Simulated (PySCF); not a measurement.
B(H)(SMe)2 (C₂H₇BS₂), SMILES CSBSC.

Geometry optimised at B3LYP-D3(BJ)/def2-SVP. This is a generated structure with no PubChem entry under its InChIKey; it may be hypothetical. One conformer was computed; it need not be the lowest.

Method: PySCF 2.14.0 with TDA-CAM-B3LYP/def2-SVPD.

Vertical excitations. 

Computed UV-visible absorptions:
```json
[
 {"state": "S1", "energy (eV)": "5.36", "λ (nm)": "232", "f": "0.330", "main pairs": "HOMO→LUMO 94 %"},
 {"state": "S2", "energy (eV)": "5.80", "λ (nm)": "214", "f": "0.000", "main pairs": "HOMO→LUMO+2 49 %, HOMO→LUMO+1 35 %"},
 {"state": "S3", "energy (eV)": "6.26", "λ (nm)": "198", "f": "0.000", "main pairs": "HOMO−2→LUMO 96 %"},
 {"state": "S4", "energy (eV)": "6.40", "λ (nm)": "194", "f": "0.009", "main pairs": "HOMO→LUMO+3 75 %"},
 {"state": "S5", "energy (eV)": "6.45", "λ (nm)": "192", "f": "0.000", "main pairs": "HOMO→LUMO+1 47 %, HOMO→LUMO+2 42 %"},
 {"state": "S6", "energy (eV)": "6.81", "λ (nm)": "182", "f": "0.034", "main pairs": "HOMO−1→LUMO 90 %"},
 {"state": "S7", "energy (eV)": "6.89", "λ (nm)": "180", "f": "0.000", "main pairs": "HOMO−3→LUMO 91 %"},
 {"state": "S8", "energy (eV)": "7.18", "λ (nm)": "173", "f": "0.000", "main pairs": "HOMO→LUMO+4 86 %"},
 {"state": "S9", "energy (eV)": "7.23", "λ (nm)": "171", "f": "0.039", "main pairs": "HOMO−1→LUMO+2 42 %, HOMO→LUMO+6 19 %, HOMO→LUMO+3 12 %, HOMO→LUMO+10 8 %"},
 {"state": "S10", "energy (eV)": "7.47", "λ (nm)": "166", "f": "0.000", "main pairs": "HOMO→LUMO+5 95 %"},
 {"state": "T1", "energy (eV)": "4.16", "λ (nm)": "298", "f": "0", "main pairs": "HOMO→LUMO 98 %"},
 {"state": "T2", "energy (eV)": "5.32", "λ (nm)": "233", "f": "0", "main pairs": "HOMO→LUMO+2 43 %, HOMO→LUMO+1 37 %"},
 {"state": "T3", "energy (eV)": "5.37", "λ (nm)": "231", "f": "0", "main pairs": "HOMO−1→LUMO 96 %"},
 {"state": "T4", "energy (eV)": "5.74", "λ (nm)": "216", "f": "0", "main pairs": "HOMO−2→LUMO 91 %"}
]
```
Triplets are in the Tamm–Dancoff approximation.
